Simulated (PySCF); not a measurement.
**Carbon: a sound run and one with changed settings**

Sound run: C²⁺ [He] 2s2, C³⁺ [He] 2s1. Computed with PySCF 2.14 in cc-pVTZ (4s3p2d1f, 30 functions), with the non-relativistic Hamiltonian (point nucleus). In the sound run the correlated levels freeze 1s2. The sound run starts from symmetry-adapted Hartree-Fock orbitals and uses a fine grid where one is needed.

A second run was set up differently.

```tsv
species	method	sound run (hartree)	changed run (hartree)	converged
C²⁺	MP2	-36.45038	-36.45786	yes
C²⁺	CCSD(T)	-36.48027	-36.48730	yes
C³⁺	MP2	n/a	-34.73149	yes
C³⁺	CCSD(T)	n/a	-34.73193	yes
```

Ionisation energy of C²⁺:

```tsv
method	sound run (eV)	changed run (eV)
UHF	45.786	45.786
MP2	46.956	46.977
SCS-MP2	47.190	47.209
CCSD	47.770	47.759
CCSD(T)	47.770	47.766
```

Q: What was changed?
A. all electrons correlated in a valence basis
B. too few SCF iterations
C. level shift left on
D. basis contracted for another Hamiltonian

A: A. A valence basis has no tight correlating functions, so it recovers only part of the core correlation, and not evenly between atom and ion.
